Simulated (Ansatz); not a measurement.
Total energies of `CCCCCCCC[Si](O)(O)O` from Ansatz at PBE0-D4/def2-SVP, gas phase (1 Eh = 27.2114 eV = 2625.5 kJ/mol). The reference geometry is relaxed at PBE-D4/def2-SVP.

| state | geometry | energy (Eh) |
| --- | --- | --- |
| charge 0 singlet | reference | -831.01120 |
| charge 1 doublet | reference | -830.65392 |
| charge -1 doublet | reference | -830.92128 |
| free C atom (triplet) | – | -37.76066 |
| free Si atom (triplet) | – | -289.15194 |
| free O atom (triplet) | – | -74.92490 |
| free H atom (doublet) | – | -0.50029 |

(1) Work out the vertical ionisation energy to the doublet.

(2) Work out the vertical electron affinity, to the doublet.

(3) Give the fundamental gap IE − EA, the Mulliken electronegativity (IE + EA)/2 and the hardness (IE − EA)/2.

(4) What is the binding energy per atom against free atoms?

(1) E(charge 1 doublet) − E(charge 0 singlet) = -830.65392 − (-831.01120) = 0.35728 Eh = 9.72 eV. For comparison, −ε of the highest occupied level is 8.01 eV at this level, 1.71 eV less.

(2) E(charge 0 singlet) − E(charge -1 doublet) = -831.01120 − (-830.92128) = -0.08992 Eh = -2.45 eV; negative, so the extra electron isn't bound. The basis lacks diffuse functions, which makes affinities too small.

(3) From the values in Eh: IE − EA = 0.35728 − (-0.08992) = 0.44720 Eh = 12.17 eV; (IE + EA)/2 = 3.64 eV; (IE − EA)/2 = 6.08 eV. The HOMO–LUMO gap of the same run is 9.11 eV, 3.06 eV smaller than the fundamental gap.

(4) Atoms: 8 × (-37.76066) + 1 × (-289.15194) + 3 × (-74.92490) + 20 × (-0.50029) = -826.01772 Eh. Binding: -826.01772 − (-831.01120) = 4.99348 Eh = 135.88 eV, or 4.25 eV for each of 32 atoms (no zero-point energy, no counterpoise term).

At PBE0-D4/def2-SVP the highest occupied level of the charge -1 doublet lies above zero (up to 3.72 eV). By energy differences it is unbound by 2.45 eV (vertical, to the charge 0 singlet, at PBE0-D4/def2-SVP) and held by the finite basis.
